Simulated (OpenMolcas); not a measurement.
## Tc4+: moving or changing the point charges

Tc4+ among 4 point charges of -1 e arranged as a square (D4h), 2.05 Å from the ion.

```
Program             : OpenMolcas
Method              : CASSCF
Basis               : ANO-RCC-VDZP [6s5p3d1f]
Scalar Hamiltonian  : DKH2, point nucleus
Active space        : 3 electrons in 5 orbitals (4d)
State averaging     : 2S+1 = 4 even, 10 roots; 2S+1 = 2 even, 40 roots
Spin-orbit coupling : RASSI with atomic mean-field integrals over the reference wave functions
```

Runs around this geometry, states (labels of D4, the rotations of D4h). Energies in cm-1 above the lowest state or level, χT in cm3 K/mol.

```
R (Å)  q (e)  Ground state  First state of that spin  First gap with spin-orbit (degeneracies)  χT at 300 K  First state of another spin
 2.05  -0.65           4B1                   4E 40.0                              894.4 (2, 2)        0.272                    2A1 14762
 1.87     -1           4A2                  4E 145.9                              785.5 (2, 2)        0.317                    2A2 13426
 2.05     -1            4E                 4B1 311.2                              992.2 (2, 2)        0.292                     2E 14455
 2.29     -1            4E                 4B1 356.1                               1025 (2, 2)        0.256                    2A1 14786
```

The ground state changes within this set.

Without dynamic correlation the repulsion within the d shell is too large (B by tens of per cent), so at a given field states of lower spin stand too high. The ground term spreads over less than 5000 cm-1, several times less than with real ligands, so orbital moments are less quenched and χT lies further from the spin-only value than at real sites (holds for R = 2.05, q = -0.65; R = 2.05, q = -1; R = 2.29, q = -1). An orbital doublet at a regular site is open to a Jahn-Teller distortion, which this geometry leaves out (holds for R = 2.05, q = -1; R = 2.29, q = -1). Point charges carry no covalency, so the field is a model and not that of real ligands. No measured value stands beside these numbers.
